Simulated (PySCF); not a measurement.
**GeCl from Hartree–Fock to correlated methods**

State: ²Π (doublet), unpaired electrons π ↑. Set-up: Ge cc-pVDZ-PP with ECP10, Cl cc-pV(D+d)Z; scalar-relativistic core potentials (PySCF 2.14). De refers to Ge + Cl in their high-spin ground configurations, without counterpoise correction. The functionals are run spin-unrestricted. A positive dipole means Ge(−)Cl(+).

```tsv
Level	Re (Å)	ωe (cm⁻¹)	De (eV)	μ (D)	CPU s a point (SCF and correlation, without the integrals)
UHF	2.210	392	2.58	-2.51	0.075
UHF-MP2	2.192	409	3.64	n/a	0.12
UHF-SCS-MP2	2.200	402	3.53	n/a	n/a
UHF-CCSD	2.201	402	3.41	n/a	n/a
UHF-CCSD(T)	2.203	400	3.51	n/a	1.9
PBE	2.217	385	4.21	-1.82	0.36
PW91	2.216	385	4.24	-1.82	0.45
r²SCAN	2.197	397	4.11	-1.84	0.45
B3LYP	2.219	384	3.96	-2.05	0.41
PBE0	2.197	399	4.01	-1.98	0.6
M06-2X	2.207	396	4.00	-2.12	0.49
ωB97X	2.189	406	4.13	-2.10	0.54
```

Task: Which functional lies closest to UHF-CCSD(T) in De, which farthest, and by how much do they differ from it?

Result: Closest is B3LYP (+1.6 pm in Re, -4.0 % in ωe, +0.45 eV in De against UHF-CCSD(T) in the same basis), farthest PW91 (+1.3 pm in Re, -3.7 % in ωe, +0.73 eV in De). CCSD(T) converges more slowly with the basis than the functionals do and binds too weakly in this one, so the order can change at the basis-set limit.

Task: What does the step from GGA to meta-GGA do here, going from PBE to r²SCAN?

Result: r²SCAN less PBE: -2.0 pm in Re, +3.1 % in ωe, -0.10 eV in De. 

Task: What does second-order correlation do here, going from UHF to UHF-MP2?

Result: UHF-MP2 less UHF: -1.8 pm in Re, +4.3 % in ωe, +1.06 eV in De. Correlation nearly always deepens the well. The bond shortens, as in weak, metallic or heavy-atom bonds, where dispersion and the correlation of outer-core electrons pull the atoms together.

Correlated steps freeze 9 core orbitals. Correlated levels converge slowly with the basis: in double zeta they bind strong bonds too weakly, by up to about 1 eV, and carry superposition errors of some tenths. Spin–orbit coupling is left out. The state was picked by a PBE0 search and need not be the measured ground state.

The whole job (state search and all levels along the bond) took about 1.1 min on 1 thread of Intel Xeon 6975P-C (shared host), peak memory 0.49 GiB.
